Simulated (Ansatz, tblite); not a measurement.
Forces on the cluster Sn₅H₂ at its PBE-D4/def2-SVP geometry. Total charge 0; singlet.

In the def2 sets Sn takes a core potential; there is no spin–orbit coupling. The xTB rows come from tblite. The restricted singlet is unstable towards broken spin symmetry in Hartree–Fock (as tested in another run); at PBE-D4/def2-TZVP this wasn't settled. Another isomer (singlet) lies 0.61 eV lower at PBE0-D4/def2-TZVP; other spin states weren't run for this one.

GFN1-xTB (tblite), largest force 1.12 eV/Å:

```xyz
7
positions Å, forces eV/Å
Sn   -1.414    0.761   -0.805    0.107   -0.349    0.167
Sn   -2.095   -0.716    1.494    0.839   -0.035   -0.603
Sn   -0.556   -2.770    0.088    0.254    1.068    0.245
Sn    0.910   -0.168    0.928   -0.574   -0.552   -0.565
Sn    1.333    1.753   -1.352   -0.580   -0.119    0.765
H     1.098   -1.786   -0.247   -0.344    0.114    0.283
H     0.724    2.925   -0.104    0.299   -0.127   -0.291
```

GFN2-xTB (tblite), largest force 1.14 eV/Å:

```
Sn 0.096 -0.185 0.331
Sn 0.831 -0.074 -0.776
Sn -0.563 0.101 0.348
Sn -0.391 0.302 -0.032
Sn -0.444 -0.079 0.493
H 0.261 -0.037 -0.169
H 0.209 -0.028 -0.195
```

PBE-D4/def2-TZVP (Ansatz), largest force 0.14 eV/Å:

```
Sn 0.070 -0.049 0.094
Sn 0.073 0.005 -0.090
Sn 0.053 0.122 0.028
Sn -0.096 -0.043 -0.093
Sn -0.060 0.022 0.083
H -0.063 0.013 0.035
H 0.023 -0.069 -0.057
```
